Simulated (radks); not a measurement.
Values are calculated unless marked as measured or tabulated.
Task: Coherent X-ray form factor from a spherical all-electron density. Code: a radial shooting solver on a logarithmic mesh with Libxc functionals. Model: Dirac Kohn-Sham, Wu-Cohen GGA, spin-unpolarised, spherical densities, point nucleus.

sin(theta)/lambda (1/angstrom)  f0 (electrons)
0.05                                    77.128
0.1                                     74.719
0.15                                    71.273
0.2                                     67.329
0.25                                    63.302
0.3                                     59.438
0.4                                     52.576
0.5                                     46.901
0.6                                     42.167
0.8                                     34.545
1                                       28.523
1.25                                    22.829
1.5                                     18.976
2                                       14.778

The species is in the configuration that NIST lists as its ground one. Which atom or ion scatters so?

Result: The gold ion Au+, [Xe] 4f14 5d10. Extrapolating in s^2 from the first two rows gives f0(0) = 77.9, near the electron count 78; among species with that count, the fall with angle is slower the higher Z, and the table is that of Z = 79; from so few rows the species is fixed only to a neighbour or two.
